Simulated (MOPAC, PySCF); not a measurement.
CH3N, SMILES `C=N` (lower singlet), neutral singlet in the gas phase. This singlet lies 3.00 eV below the relaxed triplet at the level composite: frozen-core CCSD(T) with HF/cc-pVQZ and the correlation energy extrapolated as X^-3 from cc-pVTZ and cc-pVQZ, plus CCSDT(Q) minus CCSD(T) in cc-pVDZ // B3LYP-D3(BJ)/def2-TZVP (Ansatz).

Cartesian coordinates (Å):
```xyz
5

C     -0.3845     0.0652     0.0405
N      0.8224     0.4373     0.0197
H     -0.7265    -0.9620    -0.1230
H     -1.1608     0.8060     0.2340
H      1.4494    -0.3465    -0.1712
```
Charge 0, spin multiplicity 1.

All levels are single points at this geometry (B3LYP-D3(BJ)/def2-TZVP); Pople sets use spherical d functions. Orbital energies aren't observables, and empty levels follow the basis.

```json
[
 {"level": "B3LYP-D3(BJ)/def2-TZVP in PySCF", "HOMO (eV)": "-7.55", "LUMO (eV)": "-0.76", "gap (eV)": "6.80", "dipole (D)": "2.01", "vertical IE, Delta-SCF (eV)": "–"},
 {"level": "PBE-D3(BJ)/def2-TZVP in PySCF", "HOMO (eV)": "-6.22", "LUMO (eV)": "-1.65", "gap (eV)": "4.57", "dipole (D)": "1.91", "vertical IE, Delta-SCF (eV)": "–"},
 {"level": "B3LYP/6-31G* in PySCF", "HOMO (eV)": "-7.21", "LUMO (eV)": "-0.19", "gap (eV)": "7.02", "dipole (D)": "1.94", "vertical IE, Delta-SCF (eV)": "10.46"},
 {"level": "BP86/6-31G* in PySCF", "HOMO (eV)": "-5.98", "LUMO (eV)": "-1.26", "gap (eV)": "4.72", "dipole (D)": "1.87", "vertical IE, Delta-SCF (eV)": "–"},
 {"level": "M06-2X/6-31G* in PySCF", "HOMO (eV)": "-9.01", "LUMO (eV)": "1.17", "gap (eV)": "10.17", "dipole (D)": "2.01", "vertical IE, Delta-SCF (eV)": "–"},
 {"level": "SVWN5/6-31G* in PySCF", "HOMO (eV)": "-5.85", "LUMO (eV)": "-1.36", "gap (eV)": "4.49", "dipole (D)": "1.91", "vertical IE, Delta-SCF (eV)": "10.41"},
 {"level": "AM1 in MOPAC", "HOMO (eV)": "-10.73", "LUMO (eV)": "1.30", "gap (eV)": "12.04", "dipole (D)": "1.90", "vertical IE, Delta-SCF (eV)": "–"},
 {"level": "PM3 in MOPAC", "HOMO (eV)": "-10.15", "LUMO (eV)": "1.01", "gap (eV)": "11.16", "dipole (D)": "1.81", "vertical IE, Delta-SCF (eV)": "–"},
 {"level": "PM6 in MOPAC", "HOMO (eV)": "-10.35", "LUMO (eV)": "0.77", "gap (eV)": "11.11", "dipole (D)": "2.37", "vertical IE, Delta-SCF (eV)": "–"}
]
```
